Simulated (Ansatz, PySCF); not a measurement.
Cl₂GeI₂. Atoms are numbered in the order given.

```xyz
5

Cl     0.0000     1.7445     1.9011
Ge     0.0000     0.0000     0.6202
Cl     0.0000    -1.7445     1.9011
I     -2.0842     0.0000    -0.7970
I      2.0842     0.0000    -0.7970
```
Charge 0, spin multiplicity 1.

Geometry optimised at PBE-D3(BJ)/def2-SVP. The def2 effective core potentials stand for the cores of I; spin–orbit coupling is left out.

Vertical ionisation energy (IE) and electron affinity (EA) in eV. Rows of orbital energies are one-electron estimates. Where ΔSCF, EOM or ADC give a negative EA the extra electron is unbound and the value depends on the basis.

```
level                                                                  IE    EA
-------------------------------------------------------------------  ----  ----
−ε(HOMO), −ε(LUMO), M06-2X/def2-TZVP (PySCF)                          [?]   [?]
−ε(HOMO), −ε(LUMO), PBE/def2-TZVP (PySCF)                            6.94  4.04
ΔSCF, PBE0/def2-SVPD (Ansatz), final states of multiplicity 2 and 2  9.89  1.90
ΔSCF, PBE/def2-SVPD (Ansatz), final states of multiplicity 2 and 2   9.48  1.94
```

**Question.** Some entries are withheld; supply them. (Estimate from the structure and the level; the computed values follow.)

**Answer.** 
- −ε(HOMO), −ε(LUMO), M06-2X/def2-TZVP (PySCF), IE: 9.27
- −ε(HOMO), −ε(LUMO), M06-2X/def2-TZVP (PySCF), EA: 2.32

**Question.** What vertical singlet–triplet gap does ΔSCF give with PBE0/def2-SVPD (Ansatz, a program for electronic structure) and with PBE/def2-SVPD (Ansatz)? (Estimate from the structure and the level; the computed values follow.)

**Answer.** 3.28 and 2.91 eV (triplet above singlet where positive).
